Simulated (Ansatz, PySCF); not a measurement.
Sn(H)(Cl)2(OMe) (CH4Cl2OSn), SMILES C[O][SnH]([Cl])[Cl]. Atoms are numbered in the order given.

```xyz
9

Sn    -0.0015    -0.0977     0.6674
Cl    -0.1806     2.2413     0.8883
Cl     1.0802    -0.4941    -1.3880
O     -1.8297    -0.8263     0.5299
C     -2.7122    -0.3886    -0.4873
H      0.7940    -0.8265     1.9840
H     -3.6633    -0.9316    -0.3631
H     -2.9237     0.6947    -0.4201
H     -2.3234    -0.6038    -1.4998
```

Geometry optimised at B3LYP-D3(BJ)/def2-SVP. The def2 effective core potentials stand for the cores of Sn; spin–orbit coupling is left out. One conformer was computed; it need not be the lowest.

Two levels are set side by side: PBE-D3(BJ)/def2-SVP (Ansatz, an electronic-structure program) and B3LYP-D3(BJ)/def2-SVP (Ansatz). Each level has its own optimised geometry; the coordinates shown are those of the second. Frequencies come from the Hessian of PySCF at each geometry. Differences are taken from unrounded values.

| quantity | B3LYP-D3(BJ) | PBE-D3(BJ) | PBE-D3(BJ) minus B3LYP-D3(BJ) |
|---|---|---|---|
| mean bond length (Å) | 1.640 | 1.649 | 0.010 |
| bond Sn1–Cl2 (Å) | 2.356 | 2.364 | 0.007 |
| bond Sn1–Cl3 (Å) | 2.356 | 2.364 | 0.007 |
| bond Sn1–O4 (Å) | 1.973 | 1.992 | 0.019 |
| bond O4–C5 (Å) | 1.416 | 1.421 | 0.005 |
| bond Sn1–H6 (Å) | 1.702 | 1.715 | 0.013 |
| bond C5–H7 (Å) | 1.102 | 1.110 | 0.008 |
| bond C5–H8 (Å) | 1.106 | 1.114 | 0.009 |
| bond C5–H9 (Å) | 1.106 | 1.114 | 0.009 |
| highest harmonic wavenumber (cm⁻¹) | 3095 | 3031 | -64 |
| mean harmonic wavenumber (cm⁻¹) | 1057 | 1025 | -32 |
| zero-point energy (kcal/mol) | 31.73 | 30.77 | -0.95 |

GGA bonds tend to be longer and softer than those of functionals with exact exchange. Differences between two approximate levels are no errors against the true value.
